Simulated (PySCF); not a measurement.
PySCF input for tetrafluoroborate (BF₄), SMILES F[B-](F)(F)F, charge -1, IEF-PCM-B3LYP/def2-SVPD. Coordinates come from a B3LYP-D3(BJ)/def2-SVPD optimisation.

```python
import numpy as np
from pyscf import gto, scf, dft
from pyscf.solvent import pcm

mol = gto.M(
    atom='''
    F     0.81650819   -0.81650819    0.81650819
    B     0.00000000    0.00000000    0.00000000
    F    -0.81650819   -0.81650819   -0.81650819
    F    -0.81650819    0.81650819    0.81650819
    F     0.81650819    0.81650819   -0.81650819
    ''',
    basis='def2-SVPD',
    charge=-1,
    spin=0,
    max_memory=1600,
    verbose=3,
)
mf = dft.RKS(mol, xc='b3lyp').density_fit(auxbasis='def2-universal-jkfit')
mf.grids.level = 3
mf.conv_tol = 1e-9
mf.max_cycle = 100
mf.kernel()
res = {}
for name, eps in {'water': 78.355, '1-octanol': 9.8629, 'toluene': 2.3741}.items():
    s = mf.PCM()
    s.with_solvent.method, s.with_solvent.eps, s.with_solvent.lebedev_order = 'IEF-PCM', eps, 29
    s.kernel(mf.make_rdm1())
    res[name] = (s.e_tot, eps, s.dip_moment(), s.mo_energy, s.converged)
    print(f'{name}: electrostatic solvation free energy {(s.e_tot - mf.e_tot) * 627.509474:.3f} kcal/mol')
```

Log of the run:

```
converged SCF energy = -424.248454763566

WARN: PCM is an experimental feature. It is still in testing.
Features and APIs may be changed in the future.

converged SCF energy = -424.342290549513

WARN: System has nonzero charge -1; the dipole moment is origin-dependent.
Location of origin: [0. 0. 0.]

Dipole moment(X, Y, Z, Debye):  0.00000,  0.00000,  0.00000
water: electrostatic solvation free energy -58.883 kcal/mol

WARN: PCM is an experimental feature. It is still in testing.
Features and APIs may be changed in the future.

converged SCF energy = -424.333884696932

WARN: System has nonzero charge -1; the dipole moment is origin-dependent.
Location of origin: [0. 0. 0.]

Dipole moment(X, Y, Z, Debye):  0.00000,  0.00000, -0.00000
1-octanol: electrostatic solvation free energy -53.608 kcal/mol

WARN: PCM is an experimental feature. It is still in testing.
Features and APIs may be changed in the future.

converged SCF energy = -424.303462398863

WARN: System has nonzero charge -1; the dipole moment is origin-dependent.
Location of origin: [0. 0. 0.]

Dipole moment(X, Y, Z, Debye): -0.00000,  0.00000, -0.00000
toluene: electrostatic solvation free energy -34.518 kcal/mol
```

The run converged.

Cost: very roughly 40 core-seconds.
